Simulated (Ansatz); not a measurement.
`COC[SiH2]F` and `[BH2][GaH][CH2][SiH2]F` differ in one atom or group.

Ansatz, PBE0-D4/def2-TZVP geometries, multiplicity 1. Each molecule was computed in one conformer, which needn't be the lowest.

Scalar relativity is left out up to krypton.

```tsv
property	`COC[SiH2]F`
HOMO energy (PBE/def2-TZVPP) / eV	-5.75
HOMO energy (ωB97M-V/def2-TZVPP) / eV	-9.58
size of the dipole moment (ωB97M-V/def2-TZVPP) / D	2.33
LUMO energy (ωB97M-V/def2-TZVPP) / eV	1.96
HOMO–LUMO gap (PBE/def2-TZVPP) / eV	5.16
HOMO–LUMO gap (B3LYP/def2-TZVPP) / eV	7.07
```

(1) Give the same properties after the change, and the shifts. (Estimate.)

Answers

(1) The calculation gave: 
```
                                          property  `[BH2][GaH][CH2][SiH2]F`  shift
                 HOMO energy (PBE/def2-TZVPP) / eV                     -6.06  -0.31
             HOMO energy (ωB97M-V/def2-TZVPP) / eV                     -9.32   0.26
size of the dipole moment (ωB97M-V/def2-TZVPP) / D                      1.70  -0.63
             LUMO energy (ωB97M-V/def2-TZVPP) / eV                      0.30  -1.66
               HOMO–LUMO gap (PBE/def2-TZVPP) / eV                      3.89  -1.27
             HOMO–LUMO gap (B3LYP/def2-TZVPP) / eV                      5.35  -1.72
```

With PBE0 the HOMO rises by 0.07 eV and the LUMO falls by 1.65 eV, so the gap narrows by about 1.72 eV. PBE moves the HOMO by -0.31 eV and ωB97M-V by 0.26 eV. Dipoles are sizes alone; their direction can turn.

B3LYP here is the variant with VWN-RPA as its local correlation; programs differ in this.
